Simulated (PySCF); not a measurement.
C6H6O3.
Numbering: `[CH3:1][O:2][c:3]1[cH:4][cH:5][o:6][c:7](=[O:8])[cH:9]1`

Structure used (GFN2-xTB), in Å, numbered top down from 1:
```xyz
15
C6H6O3 angstrom
C      2.459   -0.388   -0.101
O      1.516    0.662   -0.074
C      0.211    0.354   -0.015
C     -0.676    1.483    0.011
C     -1.999    1.250    0.068
O     -2.539    0.037    0.102
C     -1.748   -1.106    0.084
O     -2.308   -2.172    0.121
C     -0.326   -0.897    0.022
H      2.322   -1.023   -0.980
H      3.434    0.094   -0.148
H      2.396   -1.000    0.804
H     -0.267    2.477   -0.015
H     -2.743    2.034    0.090
H      0.266   -1.796    0.008
```

Probes without a nucleus sit at each ring's centroid and 1 Å off its mean plane on both sides; NICS is minus the shielding there, NICSzz its component along the normal. Level: GIAO PBE0/pcSseg-1 (PySCF, non-relativistic, gas phase) on the GFN2-xTB geometry, one conformer.

Ring bond lengths (Å), with Mayer bond orders in brackets: C3–C4 1.436 (1.16), C4–C5 1.344 (1.69), C5–O6 1.328 (1.10), O6–C7 1.391 (0.92), C7–C9 1.439 (1.16), C9–C3 1.363 (1.49).

Task: What do the NICS probes read (ppm)?

Result: 
```
             ring                                                           type  NICS(0)  NICS(1), two faces  NICS(1)zz, two faces  rms pucker (Å)  centre to ring atoms, mean (Å)
C3–C4–C5–O6–C7–C9  6-membered ring with O; bonds drawn aromatic by RDKit's count     -2.4         -4.1 / -4.1           -6.3 / -6.3            0.00                            1.38
```

Task: What can be read from them?

Result: 
- C3–C4–C5–O6–C7–C9: mean NICS(1)zz -6.3 ppm, shielded. That is too small in size for a clear verdict by the NICS criterion.

Task: How equal are the bonds by HOMA? HOMA = 1 − mean of α(R − Ropt)² over the ring bonds, with Krygowski's 1993 parameters (CC: Ropt 1.388 Å, α 257.7 Å⁻²; CO: Ropt 1.265 Å, α 157.38 Å⁻²).

Result: 
- C3–C4–C5–O6–C7–C9: HOMA 0.16; the largest term is that of O6–C7, α(R − Ropt)² = 2.48. The geometric and the magnetic index point the same way.

Task: How shielded are the nuclei of the rings and their hydrogens (means over atoms taken as equivalent)?

Result: 
```tsv
atoms	environment	σ isotropic (ppm)	principal values of the symmetric part, first atom (ppm)
C3	unsaturated ring carbon	10.5	-87.1, 9.5, 109.0
C4	unsaturated ring CH carbon	79.1	-14.7, 92.0, 160.1
C5	unsaturated ring CH carbon	27.2	-74.2, 42.4, 113.5
O6	ring oxygen	39.5	-163.5, 12.8, 269.3
C7	ring carbonyl carbon	22.0	-82.5, 66.5, 81.9
C9	unsaturated ring CH carbon	92.6	27.1, 96.6, 154.0
H13	hydrogen on carbon	25.79	23.9, 25.1, 28.3
H14	hydrogen on carbon	24.14	20.7, 25.2, 26.5
H15	hydrogen on carbon	26.42	22.4, 25.5, 31.4
```
